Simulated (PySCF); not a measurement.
## From a computed spectrum to the compound

A species of 7 atoms with charge -1 has these harmonic modes (PBE0, small Gaussian bases with core potentials, PySCF 2.14.0):

```
cm⁻¹  km/mol  symmetry
  54     5.8          
  58    42.7          
  86    13.8          
 101    20.2          
 177    19.6          
 267    47.1          
 383   177.9          
 422   123.4          
 427    49.1          
 429    45.7          
 562    86.3          
1192   290.7          
1678    37.1          
2759  1137.0          
3914    32.9
```

Question: Which species is it, and in which structure?

Answer: [NdF3(H2O)]− (singlet in the valence; each metal's 4f electrons, 4 of them, lie in its core potential, out of spins and levels):
```xyz
7

Nd    0.1782   -0.0119    0.0878
F     1.5851    0.9008    1.5820
F    -2.1559   -0.2779    0.5191
F     0.9920   -1.5111   -1.3644
O    -1.8233    1.0945   -1.4709
H    -2.1831    0.5463   -0.6797
H    -1.9114    0.4991   -2.2222
```
Ideal gas at 298.15 K and 1 bar: S = 410.6 J/(mol K), Cp = 110.9 J/(mol K), H − H(0 K) = 24.6 kJ/mol (rigid rotor, harmonic modes, spin degeneracy alone, that of the 4f electrons in the core included; the modes under 60 cm⁻¹ make these uncertain). An lcecp potential fixes the number of 4f electrons, so in runs with it no electron can move into or out of that shell; real Nd(II) is rare or takes another configuration.
 The answer isn't unique; the calculation gave this one.
